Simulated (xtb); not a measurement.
C₄H₅, doublet, at a GFN2-xTB geometry; GFN2-xTB with ALPB(water) (xtb).

Input for xtb:
```
$ xtb mol.xyz --gfn 2 --chrg 0 --uhf 1 --alpb water --json

# file mol.xyz
9

C     -0.01669866    -0.14473260     2.05451619
C     -0.00572650    -0.05021694     0.70569704
C      0.00420741     0.03413279    -0.51310411
C      0.01585773     0.13725248    -1.95067878
H     -0.94506085    -0.19981979     2.59400011
H      0.90273351    -0.16585290     2.61141141
H     -0.00059800     1.18728795    -2.25276024
H      0.91722312    -0.32377874    -2.35724285
H     -0.86013765    -0.35645090    -2.37399048
```

It wrote (shortened):

```
   ID    Z sym.   atoms
    1    6 C      1-4
    2    1 H      5-9

           -------------------------------------------------
          |                Calculation Setup                |
           -------------------------------------------------

           -------------------------------------------------
          |                 G F N 2 - x T B                 |
           -------------------------------------------------

      * Solvation model:               ALPB
        Solvent                        water
        Parameter file                 internal GFN2-xTB/ALPB
        Dielectric constant                8.0200E+01
        Reference state                gsolv [1 M gas/solution]
        Free energy shift                  1.0808E-03 Eh       6.7819E-01 kcal/mol
        Temperature                        2.9815E+02 K
        Density                            1.0000E+00 kg/L
        Solvent mass                       1.8000E+01 g/mol
        Interaction kernel             P16
        Born radius scaling (c1)           1.4744E+00
        Born radii integrator          GBOBC
        Born offset                        0.0000E+00 a0       0.0000E+00 AA
        H-bond correction              true
        Ion screening                  false
        Surface tension                    1.0000E-05 Eh       1.5569E+01 dyn/cm
        Grid points                               230 per atom

          ...................................................
          :                      SETUP                      :
          :.................................................:
          :  # basis functions                  21          :
          :  # atomic orbitals                  21          :
          :  # shells                           13          :
          :  # electrons                        21          :
          :  max. iterations                   250          :
          :  Hamiltonian                  GFN2-xTB          :
          :  restarted?                      false          :
          :  GBSA solvation                   true          :
          :  PC potential                    false          :
          :  electronic temp.          300.0000000     K    :
          :  accuracy                    1.0000000          :
          :  -> integral cutoff          0.2500000E+02      :
          :  -> integral neglect         0.1000000E-07      :
          :  -> SCF convergence          0.1000000E-05 Eh   :
[...]
         :: total energy             -10.981573956043 Eh    ::
[...]
     3   6 C        1.961    -0.053    32.510     9.208
     4   6 C        3.753    -0.104    22.547     6.771
     5   1 H        0.926     0.047     2.358     2.401
     6   1 H        0.926     0.047     2.358     2.401
     7   1 H        0.924     0.077     2.014     2.219
     8   1 H        0.924     0.070     2.086     2.258
     9   1 H        0.924     0.070     2.086     2.258

 Mol. C6AA /au·bohr⁶  :        842.517876
 Mol. C8AA /au·bohr⁸  :      20186.976229
 Mol. α(0) /au        :         45.776120

Wiberg/Mayer (AO) data.
largest (>0.10) Wiberg bond orders for each atom

 ---------------------------------------------------------------------------
     #   Z sym  total        # sym  WBO       # sym  WBO       # sym  WBO
 ---------------------------------------------------------------------------
     1   6 C    3.636 --     2 C    1.446     6 H    0.962     5 H    0.962
                             3 C    0.221
     2   6 C    3.982 --     3 C    2.446     1 C    1.446
     3   6 C    3.849 --     2 C    2.446     4 C    1.094     1 C    0.221
     4   6 C    3.995 --     3 C    1.094     8 H    0.957     9 H    0.957
                             7 H    0.945
     5   1 H    0.998 --     1 C    0.962
     6   1 H    0.998 --     1 C    0.962
     7   1 H    0.993 --     4 C    0.945
     8   1 H    0.995 --     4 C    0.957
     9   1 H    0.995 --     4 C    0.957
 ---------------------------------------------------------------------------

Topologies differ in total number of bonds
Writing topology from bond orders to xtbtopo.mol

molecular dipole:
                 x           y           z       tot (Debye)
 q only:        0.004       0.053      -0.529
   full:        0.004       0.054      -0.525       1.341
molecular quadrupole (traceless):
                xx          xy          yy          xz          yz          zz
 q only:       -1.195       0.010      -1.558      -0.030      -0.402       2.753
  q+dip:       -2.044       0.040      -3.810      -0.060      -0.793       5.855
   full:       -1.415       0.022      -2.350      -0.039      -0.541       3.766

           -------------------------------------------------
          | TOTAL ENERGY              -10.981573956043 Eh   |
          | GRADIENT NORM               0.003075955037 Eh/α |
          | HOMO-LUMO GAP               4.372609233205 eV   |
           -------------------------------------------------

normal termination of xtb
```
